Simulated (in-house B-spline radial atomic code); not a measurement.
**Ionising Cl4+ with different functionals**

Computed with a radial B-spline atomic code at the basis-set limit: non-relativistic Hamiltonian, point nucleus, spin-polarised at highest spin, spherical fractional occupations for the functionals, and exact exchange of hybrids averaged over the configuration. The ionisation energy is the difference of two self-consistent energies, [Ne] 3s2 3p1 → [Ne] 3s2, without Breit or QED terms; ε is the level of the shell that loses the electron (its least bound occupied spin orbital).

| method | rung | ΔSCF (eV) | -ε(3p) (eV) |
| --- | --- | --- | --- |
| PBE0 | global hybrid | ? | ? |
| B3LYP | global hybrid | 67.69 | 61.92 |
| TPSSh | global hybrid | 67.51 | 61.17 |
| M06-2X | global hybrid | 67.87 | 64.46 |
| BHandHLYP | global hybrid | 67.54 | 64.01 |
| r2SCAN0 | global hybrid | 67.42 | 62.27 |
| B97-1 | global hybrid | 67.48 | 61.87 |
| HSE06 | range-separated hybrid | ? | ? |
| wB97X | range-separated hybrid | 67.48 | 64.88 |
| CAM-B3LYP | range-separated hybrid | 67.70 | 63.83 |
| LC-wPBE | range-separated hybrid | 67.79 | 65.52 |

What does HSE06 give?

ΔSCF 67.57 eV, and -ε(3p) = 61.83 eV.

What does PBE0 give?

ΔSCF 67.56 eV, and -ε(3p) = 62.25 eV.

Among the functionals, which spreads more, the ΔSCF values or the orbital energies?

The orbital energies: ΔSCF values span about 0.44 eV and the orbital energies 4.36 eV; here energy differences depend much less on the functional than eigenvalues do.

How do they compare with the NIST value?

NIST lists 67.7 eV ± 0.1 (semi-empirical, ground level to ground level). Errors run from -0.26 to +0.19 eV; B3LYP is closest (+0.01 eV), though others lie within the uncertainty of it, and part of that can be cancellation, since the calculations leave out relativity, Breit-QED terms, multiplet and fine-structure energies.
